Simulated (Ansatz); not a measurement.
Cost and result up the ladder for InI₃ (4 atoms). Total charge 0; singlet. Geometry: PBE0-D4/def2-SVP.

| atom | x (Å) | y (Å) | z (Å) |
| --- | --- | --- | --- |
| In1 | 0.000 | 0.000 | 0.000 |
| I2 | -1.269 | 2.283 | -0.484 |
| I3 | -0.277 | -1.200 | 2.354 |
| I4 | 1.545 | -1.083 | -1.870 |

Ansatz; hardware A = 2 threads of AMD EPYC 7R13 on a shared host; B = 2 threads of AMD EPYC 7R13 on a shared host and a share (18 GiB) of an NVIDIA H100 80GB HBM3. Times are rough, and most runs start from the orbitals of an earlier one. r2SCAN0-D4/def2-TZVP serves as the yardstick here, not as an exact answer. Differences are given only for rows in sets of like size (and for xTB, whose basis is part of the method), since another set adds its own error. Binding counts from free atoms at the same level (In doublet, I doublet; other spins of the atoms weren't run), without zero-point energy or a counterpoise term.

In the def2 sets I, In take a core potential; there is no spin–orbit coupling. Correlated methods freeze 16 core orbitals; core or outer-core shells of In, I are correlated, in sets that lack core-valence functions. The rows differ in basis, and correlated rows in double-zeta sets carry the largest basis error.

Correlated methods converge slowly with the basis, most of all in double-zeta sets.

```csv
level,functions,wall time,binding energy per atom (eV),difference from r2SCAN0-D4/def2-TZVP (eV)
PBE-D4/def2-SVP [A],104,1.3 s,1.97,–
LDA (SPW92)/def2-TZVP [A],200,1.6 s,2.30,0.36
PBE0-D4/def2-SVP [A],104,2.6 s,1.95,–
PBE-D4/def2-TZVP [A],200,2.8 s,1.99,0.04
CCSD(T)/def2-SVP [B],104,2.8 s,1.77,–
revPBE-D4/def2-TZVP [A],200,2.9 s,1.88,-0.07
BLYP-D4/def2-TZVP [A],200,3.5 s,1.83,-0.12
r2SCAN-D4/def2-TZVP [A],200,5.5 s,1.98,0.03
MP2/def2-TZVP [A],200,6 s,2.03,0.08
PBE0-D4/def2-TZVP [A],200,6 s,1.97,0.03
r2SCAN0-D4/def2-TZVP [A],200,8.1 s,1.95,0.00
RPA@PBE/def2-TZVP [A],200,9.5 s,1.63,-0.32
r2SCANh-D4/def2-TZVP (with forces) [A],200,10 s,1.97,0.02
B2PLYP/def2-TZVP [A],200,11 s,1.86,-0.08
```
